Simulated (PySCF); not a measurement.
CsF (SMILES [F][Cs]), singlet, geometry from GFN2-xTB (such geometries of metal compounds can be far from the true shape) (core potentials on Cs); BLYP/def2-SVP (PySCF).

Here is a job for PySCF.
```python
from pyscf import gto, scf, dft

mol = gto.M(
    atom='''
Cs   -0.000000   -0.000000   -0.324136
F     0.000000    0.000000    1.980834
''',
    basis='def2-svp',
    ecp={'Cs': 'def2-svp'},
    charge=0,
    spin=0,
    verbose=4,
)

mf = dft.RKS(mol)
mf.xc = 'blyp'
mf.kernel()
```

Task: Predict the main parts of the log of this PySCF run.

Result: 
```
PySCF version 2.14.0

[INPUT] verbose = 4
[INPUT] num. atoms = 2
[INPUT] num. electrons = 18
[INPUT] charge = 0
[INPUT] spin (= nelec alpha-beta = 2S) = 0
[INPUT] symmetry False subgroup None
[INPUT] Mole.unit = angstrom
[INPUT] Symbol           X                Y                Z      unit          X                Y                Z       unit  Magmom
[INPUT]  1 Cs     0.000000000000   0.000000000000  -0.324136000000 AA    0.000000000000   0.000000000000  -0.612528267112 Bohr   0.0
[INPUT]  2 F      0.000000000000   0.000000000000   1.980834000000 AA    0.000000000000   0.000000000000   3.743233758227 Bohr   0.0

nuclear repulsion = 18.5960572521638
number of shells = 16
number of NR pGTOs = 59
number of NR cGTOs = 38
basis = def2-svp
ecp = {'Cs': 'def2-svp'}

******** <class 'pyscf.dft.rks.RKS'> ********
method = RKS
initial guess = minao
damping factor = 0
level_shift factor = 0
DIIS = <class 'pyscf.scf.diis.CDIIS'>
diis_start_cycle = 1
diis_space = 8
diis_damp = 0
SCF conv_tol = 1e-09
SCF conv_tol_grad = None
SCF max_cycles = 50
direct_scf = True
direct_scf_tol = 1e-13
XC library pyscf.dft.libxc version 7.1.2
    S. Lehtola, C. Steigemann, M. J. T. Oliveira, and M. A. L. Marques,  SoftwareX 7, 1–5 (2018)
XC functionals = blyp
    A. D. Becke,  Phys. Rev. A 38, 3098 (1988)
    C. Lee, W. Yang, and R. G. Parr,  Phys. Rev. B 37, 785 (1988)
    B. Miehlich, A. Savin, H. Stoll, and H. Preuss,  Chem. Phys. Lett. 157, 200 (1989)
radial grids:
    Treutler-Ahlrichs [JCP 102, 346 (1995); DOI:10.1063/1.469408] (M4) radial grids

becke partition: Becke, JCP 88, 2547 (1988); DOI:10.1063/1.454033
pruning grids: <function nwchem_prune>
grids dens level: 3
symmetrized grids: False
atomic radii adjust function: <function treutler_atomic_radii_adjust>
small_rho_cutoff = 0
Set gradient conv threshold to 3.16228e-05
Initial guess from minao.
tot grids = 37976
init E= -116.534262407083
  HOMO = -0.576038171552316  LUMO = -0.19544278171298  gap/eV = 10.35653
cycle= 1 E= -119.730250167958  delta_E= -3.2  |g|= 0.923  |ddm|= 1.92
  HOMO = -0.000281188647569588  LUMO = 0.0102024938168324  gap/eV = 0.28528
cycle= 2 E= -107.61969370352  delta_E= 12.1  |g|= 3.06  |ddm|= 4.34
  HOMO = -0.410467525597518  LUMO = -0.0649710731349842  gap/eV = 9.40144
cycle= 3 E= -119.75951637235  delta_E= -12.1  |g|= 0.822  |ddm|= 4.26
  HOMO = -0.389867304103753  LUMO = -0.0714166847710622  gap/eV = 8.66548
cycle= 4 E= -119.813868652617  delta_E= -0.0544  |g|= 0.658  |ddm|= 0.418
  HOMO = -0.120995817469299  LUMO = -0.0496341198248622  gap/eV = 1.94185
cycle= 5 E= -119.901381745329  delta_E= -0.0875  |g|= 0.224  |ddm|= 0.894
  HOMO = -0.154301389686424  LUMO = -0.0492396809846696  gap/eV = 2.85887
cycle= 6 E= -119.91398430287  delta_E= -0.0126  |g|= 0.00979  |ddm|= 0.226
  HOMO = -0.156152420037489  LUMO = -0.0492019396989853  gap/eV = 2.91027
cycle= 7 E= -119.914013510995  delta_E= -2.92e-05  |g|= 0.00561  |ddm|= 0.0156
  HOMO = -0.156823419137904  LUMO = -0.0492688588927237  gap/eV = 2.92671
cycle= 8 E= -119.91401954013  delta_E= -6.03e-06  |g|= 0.000111  |ddm|= 0.00411
  HOMO = -0.156845234141332  LUMO = -0.0492714917158175  gap/eV = 2.92723
cycle= 9 E= -119.914019542862  delta_E= -2.73e-09  |g|= 1.58e-05  |ddm|= 0.000102
  HOMO = -0.156847568031979  LUMO = -0.0492715954828533  gap/eV = 2.92729
cycle= 10 E= -119.914019542915  delta_E= -5.29e-11  |g|= 7.55e-07  |ddm|= 1.28e-05
  HOMO = -0.156848023327698  LUMO = -0.0492716097698995  gap/eV = 2.92730
Extra cycle  E= -119.914019542914  delta_E= 7.96e-13  |g|= 2.22e-06  |ddm|= 2.43e-06
converged SCF energy = -119.914019542914
```
